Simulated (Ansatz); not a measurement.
Geometry optimisation, RKS B3LYP/STO-3G (Ansatz).

Input:

```yaml
crystal:
  periodic: [false, false, false]
  atoms:
    - { symbol: B, position_ang: [-0.812, -1.1875, 1.8588] }
    - { symbol: Si, position_ang: [-0.0375, -0.5056, 0.2138] }
    - { symbol: C, position_ang: [0.3187, -1.8836, -0.9918] }
    - { symbol: B, position_ang: [1.618, 0.6373, 0.5699] }
    - { symbol: Si, position_ang: [0.6211, 2.1636, -0.2603] }
    - { symbol: Si, position_ang: [-1.2232, 1.0935, -0.7338] }
    - { symbol: H, position_ang: [-1.1199, -0.3742, 2.7026] }
    - { symbol: H, position_ang: [-1.1379, -2.2594, 1.9344] }
    - { symbol: H, position_ang: [0.8207, -1.4475, -1.8508] }
    - { symbol: H, position_ang: [-0.5846, -2.4098, -1.225] }
    - { symbol: H, position_ang: [1.0429, -2.5995, -0.4798] }
    - { symbol: H, position_ang: [2.621, 0.4587, 1.0844] }
    - { symbol: H, position_ang: [1.2685, 2.6631, -1.4653] }
    - { symbol: H, position_ang: [0.3554, 3.2465, 0.7609] }
    - { symbol: H, position_ang: [-1.4056, 0.8536, -2.1724] }
    - { symbol: H, position_ang: [-2.3686, 1.5282, 0.0988] }
basis:
  gaussian: { orbitals: STO-3G }
hamiltonian:
  xc: b3lyp
relax:
  f_tol: 0.015
  max_steps: 40
```

Command:

```bash
$ ansatz run input.yaml --threads 1 --pin off --max-ram 2048MiB --backend cpu --events-out ev --progress --plain --runs-dir out
```

**Question.** Where does it end, and by what steps?

**Answer.** The forces met the threshold. Limits of this set-up: minimal basis. After 16 steps the energy has fallen by 1.078 eV; H13 moved furthest, 1.16 Å.

| step | energy less start (eV) | largest force component (eV/Å) | accepted |
| --- | --- | --- | --- |
| 0 | 0.0000 | 2.985 | yes |
| 1 | -0.8621 | 1.039 | yes |
| 2 | -0.9896 | 0.478 | yes |
| 3 | -1.0157 | 0.151 | yes |
| 4 | -1.0269 | 0.193 | yes |
| 5 | -1.0348 | 0.239 | yes |
| 6 | -1.0419 | 0.259 | yes |
| 7 | -1.0485 | 0.252 | yes |
| 8 | -1.0557 | 0.246 | yes |
| 9 | -1.0607 | 0.270 | yes |
| 10 | -1.0601 | 0.449 | no |
| 11 | -1.0714 | 0.104 | yes |
| 12 | -1.0752 | 0.041 | yes |
| 13 | -1.0766 | 0.072 | yes |
| 14 | -1.0771 | 0.076 | yes |
| 15 | -1.0774 | 0.046 | yes |
| 16 | -1.0775 | 0.010 | yes |

```xyz
16
Properties=species:S:1:pos:R:3
B -0.752 -0.866 1.811
Si 0.044 -0.636 0.058
C 0.296 -2.246 -0.900
B 1.535 0.651 0.232
Si 0.531 2.358 0.110
Si -1.102 1.122 -0.862
H -0.904 0.054 2.523
H -1.128 -1.906 2.203
H 0.676 -2.063 -1.913
H -0.644 -2.806 -0.994
H 1.018 -2.898 -0.389
H 2.690 0.455 0.151
H 1.132 3.450 -0.629
H 0.134 2.871 1.406
H -1.069 1.132 -2.309
H -2.480 1.306 -0.453
```

Run time: 82 s on 1 thread of Arm Neoverse V1 (shared host), peak memory 0.14 GiB.
